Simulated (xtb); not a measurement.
F₂H₆Si₃, SMILES F[Si]([SiH3])([SiH3])F. All values are semi-empirical tight-binding results from xtb (GFN2-xTB unless named), good for trends rather than for accurate numbers. The structure is a stationary point at GFN2-xTB.

Optimised geometry:

```xyz
11

F     -0.1501    -1.5413     0.9102
Si    -0.0248    -0.2424    -0.0510
F     -0.1150    -1.0401    -1.4585
Si     2.1481     0.5280     0.1433
Si    -1.9966     0.9479     0.1696
H      2.3802     1.6059    -0.8242
H      2.3564     1.0901     1.4822
H      3.1848    -0.4853    -0.0723
H     -3.2181     0.1532     0.0150
H     -2.0429     2.0231    -0.8272
H     -2.0476     1.5769     1.4940
```
Charge 0, spin multiplicity 1.

```json
{
  "point_group_as_xtb_finds_it": "C2v",
  "orbital_gap": "3.55 eV",
  "dipole_moment": "2.22 D",
  "zero_point_energy": "33.3 kcal/mol",
  "G − E(el) at 298.15 K (modified RRHO)": "11.5 kcal/mol",
  "static polarisability (D4 model)": "91.7 bohr³",
  "solvation energy, GFN2-xTB/ALPB(water)": "-0.5 kcal/mol",
  "solvation energy, GFN2-xTB/ALPB(hexane)": "-2.1 kcal/mol"
}
```

Computed atomic charges and the Wiberg bond orders between heavy atoms:
charges (e) F1 -0.31, Si2 0.47, F3 -0.31, Si4 0.39, Si5 0.39, H6 -0.12, H7 -0.12, H8 -0.08, H9 -0.08, H10 -0.12, H11 -0.12. Bond orders F1–Si2 1.09, Si2–F3 1.09, Si2–Si4 0.81, Si2–Si5 0.81.
